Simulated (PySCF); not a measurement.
An unknown is described by computed data only.

Formula: C10H22N2Si.

| Property | Result |
| --- | --- |
| Rotational structure | rotational constants A, B, C: 0.775, 0.555, 0.415 GHz [PBE0-D3(BJ)/def2-SVP] |
| Triplet | lowest triplet excitation (Tamm–Dancoff): 4.09 eV [TDA CAM-B3LYP/def2-SVPD] |
| 13C NMR | chemical shifts (computed TMS as zero) by class: 148.2 (2 C), 143.5 (2 C), 47.5 (2 C), 28.0 (4 C) ppm [GIAO PBE0/pcSseg-1] |
| Dipole | 0.01 D [CAM-B3LYP/def2-SVPD] |
| Polarisability | 160.9 au [CAM-B3LYP/def2-SVPD] |
| UV, strongest line | among the 10 lowest singlet transitions: S6 at 6.25 eV (198 nm, f = 0.080) [TDDFT CAM-B3LYP/def2-SVPD] |
| UV, first state | lowest singlet excitation: 5.56 eV (223 nm, f = 0.014) [TDDFT CAM-B3LYP/def2-SVPD] |

Gas-phase values; electronic properties from PySCF, density fitting. Levels stand in brackets. Geometry: PBE0-D3(BJ)/def2-SVP, one conformer, isolated molecule. NMR classes are plain means over equivalent atoms (diastereotopic ones count apart unless rotation or inversion swaps them), as if these changed places fast.

Question: Give a SMILES that accounts for the data.

Answer: 10 carbons fall into 4 classes; from least to most shielded: carbon bonded to C, Si and H (148.2 ppm, 2 C), carbon bonded to C and 2 H (143.5 ppm, 2 C), carbon bonded to 2 C, N and H (47.5 ppm, 2 C), carbon bonded to C and 3 H (28.0 ppm, 4 C, up to 5.1 ppm apart in this geometry). By its constants the optimised geometry is an asymmetric top. Structure: Si(vinyl)2(NHiPr)2 (`C=C[Si](C=C)(NC(C)C)NC(C)C`). Computed isomers that give other values at the same levels: `C[Si](C)(N1CCCC1)N1CCCC1` (13C chemical shifts (computed TMS as zero) by class: 48.7 (4 C), 30.2 (4 C), -3.1 (2 C) ppm). The assignments are read from this structure; whether some other isomer fits the data as well wasn't checked.
